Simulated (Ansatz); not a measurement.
A nudged elastic band was laid between two geometries of ClFH₅O₃STa (12 atoms, charge 0, multiplicity 1).

Method: RKS PBE/def2-SVP (Ansatz 0.2.0).

| Property | Result |
| --- | --- |
| movable images | 9 |
| climbing image | yes |
| spring | 5.0 eV/Å² |
| optimiser | quadratic models (default) |
| start path | through a guess of the saddle point |
| force threshold | 0.05 eV/Å |
| iteration limit | 60 |
| end points | relaxed |

Initial state:

```xyz
12
Properties=species:S:1:pos:R:3
Ta -0.174 -0.209 -0.114
F 1.615 -0.925 -0.090
O 0.272 0.368 1.700
H 1.090 0.016 2.101
Cl -0.108 -0.305 -2.519
O -1.540 1.120 -0.068
H -1.719 1.994 0.313
O -1.167 -1.788 0.216
H -2.027 -1.900 0.658
S 1.500 2.201 -0.743
H 1.389 1.933 -2.076
H 2.649 1.475 -0.646
```

Final state:

```xyz
12
Properties=species:S:1:pos:R:3
Ta -0.360 0.264 -0.133
F 1.596 -1.038 -0.308
O 0.273 0.621 1.638
H 0.956 1.138 2.098
Cl -0.447 0.134 -2.505
O -1.891 1.367 -0.006
H -2.215 1.957 0.696
O -1.032 -1.487 0.169
H -0.591 -2.351 0.076
S 1.743 1.718 -0.576
H 1.702 1.780 -1.936
H 2.047 -0.122 -0.480
```

What changes between the two ends?

Bonds broken: S10–H12.

What energy profile does the band end with?

The run converged. The highest image is number 9 of 0 to 10, 0.58 eV above the first end and 0.02 eV above the last; the last end lies 0.56 eV above the first. The profile has 2 maxima (images 2, 9) with wells between them (image 3): this band takes more than one step, which may be the mechanism or a detour left from its start path. A vibrational analysis at the climbing image gives one clearly imaginary mode, 276i cm⁻¹: a first-order saddle point. The orbitals stay closed-shell, which can raise the energy where a bond breaks towards radicals; this wasn't checked here.

| image | path coordinate (Å) | energy (eV) | S10–H12 (Å) |
| --- | --- | --- | --- |
| 0 | 0.00 | 0.00 | 1.36 |
| 1 | 0.54 | 0.01 | 1.36 |
| 2 | 1.08 | 0.02 | 1.36 |
| 3 | 1.62 | 0.00 | 1.36 |
| 4 | 2.16 | 0.01 | 1.36 |
| 5 | 2.70 | 0.08 | 1.36 |
| 6 | 3.24 | 0.14 | 1.36 |
| 7 | 3.79 | 0.17 | 1.37 |
| 8 | 4.33 | 0.33 | 1.40 |
| 9 | 4.87 | 0.58 | 1.66 |
| 10 | 5.25 | 0.56 | 1.87 |

What is the geometry of the highest image?


```xyz
12
Properties=species:S:1:pos:R:3
Ta -0.335 0.226 -0.121
F 1.479 -1.029 -0.364
O 0.316 0.578 1.650
H 0.947 1.181 2.079
Cl -0.448 0.257 -2.500
O -1.842 1.343 0.046
H -2.391 1.882 0.634
O -1.081 -1.494 0.176
H -0.591 -2.337 0.123
S 1.883 1.647 -0.558
H 1.826 1.731 -1.916
H 2.017 -0.005 -0.517
```

Run time: 11 min on 4 threads of Arm Neoverse V1, with other jobs on the host, peak memory 0.25 GiB.
